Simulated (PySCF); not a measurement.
ammonia borane (H$_{6}$BN), singlet, geometry from GFN2-xTB, with bond 6-2 at 1.8 times its length; PySCF with CASCI(2,4)+NEVPT2/cc-pVDZ.

The PySCF input:
```python
from pyscf import gto, scf, mcscf, mrpt
import numpy

mol = gto.M(
    atom='''
B    -0.914349    0.116302   -0.019613
N     0.730432   -0.092908    0.015668
H    -1.313250   -0.629615   -0.857508
H    -1.084705    1.262016   -0.295112
H    -1.295271   -0.162636    1.073398
H     1.086312   -1.831565    0.432839
H     1.119424    0.524376    0.718129
H     1.104377    0.133537   -0.897947
''',
    basis='cc-pvdz',
    charge=0,
    spin=0,
    verbose=4,
)

mf = scf.RHF(mol)
mf.kernel()
mc = mcscf.CASCI(mf, 4, 2)
mc.fix_spin_(ss=0.0)
mc.kernel()
occ = numpy.linalg.eigvalsh(mc.fcisolver.make_rdm1(mc.ci, mc.ncas, mc.nelecas))[::-1]
ss = mc.fcisolver.spin_square(mc.ci, mc.ncas, mc.nelecas)[0]
print('natural occupations', occ.round(4), ' <S^2>', round(ss, 4))
e2 = mrpt.NEVPT(mc).kernel()
print('E(NEVPT2) = %.10f' % (mc.e_tot + e2))
```

It wrote (shortened):

```
PySCF version 2.14.0

[INPUT] verbose = 4
[INPUT] num. atoms = 8
[INPUT] num. electrons = 18
[INPUT] charge = 0
[INPUT] spin (= nelec alpha-beta = 2S) = 0
[INPUT] symmetry False subgroup None
[INPUT] Mole.unit = angstrom
[INPUT] Symbol           X                Y                Z      unit          X                Y                Z       unit  Magmom
[...]
nuclear repulsion = 38.6112605103059
number of shells = 28
number of NR pGTOs = 94
number of NR cGTOs = 58
basis = cc-pvdz
ecp = {}

******** <class 'pyscf.scf.hf.RHF'> ********
method = RHF
initial guess = minao
damping factor = 0
level_shift factor = 0
DIIS = <class 'pyscf.scf.diis.CDIIS'>
diis_start_cycle = 1
diis_space = 8
diis_damp = 0
SCF conv_tol = 1e-09
SCF conv_tol_grad = None
SCF max_cycles = 50
direct_scf = True
direct_scf_tol = 1e-13
Set gradient conv threshold to 3.16228e-05
Initial guess from minao.
init E= -82.2217064925539
[...]
cycle= 1 E= -82.4109196468756  delta_E= -0.189  |g|= 0.311  |ddm|= 2.08
[...]
cycle= 2 E= -82.4503720464359  delta_E= -0.0395  |g|= 0.0939  |ddm|= 0.387
[...]
cycle= 3 E= -82.4543264752288  delta_E= -0.00395  |g|= 0.0536  |ddm|= 0.117
[...]
cycle= 4 E= -82.4552344470232  delta_E= -0.000908  |g|= 0.0139  |ddm|= 0.053
[...]
cycle= 5 E= -82.4553668739836  delta_E= -0.000132  |g|= 0.00637  |ddm|= 0.0225
[...]
cycle= 6 E= -82.4553897658702  delta_E= -2.29e-05  |g|= 0.000863  |ddm|= 0.0128
[...]
cycle= 7 E= -82.4553905240822  delta_E= -7.58e-07  |g|= 0.000161  |ddm|= 0.0026
[...]
cycle= 8 E= -82.4553905538146  delta_E= -2.97e-08  |g|= 5.89e-05  |ddm|= 0.000399
[...]
cycle= 9 E= -82.4553905595512  delta_E= -5.74e-09  |g|= 2.24e-05  |ddm|= 0.000165
[...]
cycle= 10 E= -82.4553905603738  delta_E= -8.23e-10  |g|= 4.67e-06  |ddm|= 7.6e-05
[...]
Extra cycle  E= -82.4553905603915  delta_E= -1.77e-11  |g|= 2.28e-06  |ddm|= 7.41e-06
converged SCF energy = -82.4553905603915

******** <class 'pyscf.mcscf.casci.CASCI'> ********
CAS (1e+1e, 4o), ncore = 8, nvir = 46
natorb = False
canonicalization = True
sorting_mo_energy = False
******** <class 'pyscf.fci.addons.SpinPenaltyFCISolver'> ********
max. cycles = 200
conv_tol = 1e-08
davidson only = True
linear dependence = 1e-12
level shift = 0.001
max iter space = 12
nroots = 1
pspace_size = 400
spin = None
Density matrix diagonal elements [1.99484970e+00 5.06760542e-03 8.21876857e-05 5.03771713e-07]
CASCI converged
CASCI E = -82.4570417922192  E(CI) = -1.18965653894024  S^2 = 0.0000000
natural occupations [1.9952 0.0048 0.     0.    ]  <S^2> 0.0

******** <class 'pyscf.mrpt.nevpt2.NEVPT'> ********
NEVPT2 (1e+1e, 4o), ncore = 8, nvir = 46
root = 0

WARN: Active orbitals [3] (occs = [5.03771713e-07]) are canonicalized with external orbitals

Natural occ [1.99519839e+00 4.78984092e-03 1.12696762e-05 5.03771713e-07]
Natural orbital (expansion on meta-Lowdin AOs) in CAS space
               #1        #2        #3        #4
0 B 1s          -0.00011  -0.00032   0.00063  -0.00000
0 B 2s           0.00273  -0.00046   0.03224  -0.00000
0 B 3s           0.00476  -0.00019   0.00552  -0.00000
0 B 2px          0.06963   0.08292  -0.26858  -0.00088
0 B 2py          0.58070  -0.05801   0.00486  -0.02285
0 B 2pz         -0.14108   0.01326   0.00133  -0.09450
0 B 3px          0.00549   0.00089  -0.10953  -0.00172
0 B 3py         -0.03573   0.00140  -0.05369  -0.04462
0 B 3pz          0.00859  -0.00035   0.01400  -0.18452
0 B 3dxy         0.00043   0.02465   0.01243   0.00374
0 B 3dyz        -0.01320  -0.00151  -0.00380  -0.02492
0 B 3dz^2       -0.02052  -0.00569  -0.00554   0.01081
0 B 3dxz        -0.00032  -0.00610  -0.00306   0.01654
0 B 3dx2-y2     -0.01584   0.00496  -0.00469   0.00655
1 N 1s           0.00019  -0.00039  -0.00036   0.00000
1 N 2s           0.02112  -0.20564   0.35485  -0.00000
1 N 3s           0.01483  -0.03445   0.15080  -0.00000
1 N 2px          0.06045  -0.15326   0.12376   0.00350
1 N 2py         -0.22231   0.53276   0.19473   0.09085
1 N 2pz          0.05320  -0.12742  -0.04824   0.37568
1 N 3px          0.01272  -0.02731   0.01012   0.00124
1 N 3py         -0.02631   0.09885   0.07370   0.03208
1 N 3pz          0.00624  -0.02365  -0.01792   0.13264
1 N 3dxy        -0.01407   0.00056   0.01875   0.01041
1 N 3dyz        -0.00470  -0.00703   0.01304   0.04927
1 N 3dz^2       -0.00641  -0.00521   0.03043  -0.02262
1 N 3dxz         0.00336  -0.00006  -0.00400   0.04092
1 N 3dx2-y2     -0.00776  -0.01833  -0.00120  -0.01230
2 H 1s          -0.26321   0.03691  -0.04300  -0.01940
2 H 2s           0.00703   0.01290  -0.07947   0.00383
2 H 2px         -0.00491  -0.00223  -0.00935  -0.00570
2 H 2py         -0.00749   0.00080  -0.00052  -0.01008
2 H 2pz         -0.00632   0.00149   0.00001  -0.01629
3 H 1s           0.55803  -0.12361  -0.03347   0.00000
3 H 2s          -0.00851  -0.01340  -0.09018   0.00000
3 H 2px          0.00684   0.00663  -0.00600  -0.00007
3 H 2py         -0.02165   0.00238  -0.01123  -0.00169
3 H 2pz          0.00517  -0.00064   0.00277  -0.00701
4 H 1s          -0.26321   0.03691  -0.04300   0.01940
4 H 2s           0.00703   0.01290  -0.07947  -0.00383
4 H 2px         -0.00476  -0.00226  -0.00935   0.00537
4 H 2py         -0.00375   0.00004  -0.00043   0.00150
4 H 2pz          0.00913  -0.00165   0.00039  -0.01919
5 H 1s           0.34759   0.73544   0.03752  -0.00000
5 H 2s           0.04797   0.20253   0.00806  -0.00000
5 H 2px         -0.00034   0.01392  -0.00101  -0.00004
5 H 2py          0.01240  -0.05344  -0.01314  -0.00097
5 H 2pz         -0.00300   0.01279   0.00319  -0.00399
6 H 1s          -0.04209   0.04681  -0.42329  -0.40853
6 H 2s           0.00920  -0.01458  -0.39587  -0.47014
6 H 2px          0.00216  -0.01250  -0.00499  -0.02080
6 H 2py         -0.00237   0.02384  -0.00242  -0.02675
6 H 2pz          0.00498  -0.01430  -0.01583  -0.01904
7 H 1s          -0.04209   0.04681  -0.42329   0.40853
7 H 2s           0.00920  -0.01458  -0.39586   0.47014
7 H 2px          0.00208  -0.01235  -0.00470   0.02035
7 H 2py         -0.00439   0.02779   0.00510   0.01501
7 H 2pz         -0.00339   0.00204   0.01527  -0.02952
<CAS-nat-orb|mo-hf>  9      9        0.99991241
<CAS-nat-orb|mo-hf>  10     10       0.99278148
<CAS-nat-orb|mo-hf>  11     11       0.99286888
<CAS-nat-orb|mo-hf>  12     12       0.99999516
Sr    (-1)',   E = -0.00091196985030
Si    (+1)',   E = -0.00895863268319
Sijrs (0)  ,   E = -0.17667734862320
Sijr  (+1) ,   E = -0.05527430269582
Srsi  (-1) ,   E = -0.04298581681289
Srs   (-2) ,   E = -0.00969227070841
Sij   (+2) ,   E = -0.01820297090379
Sir   (0)' ,   E = -0.00909198531960
Nevpt2 Energy = -0.321795297597184
E(NEVPT2) = -82.7788370898
```
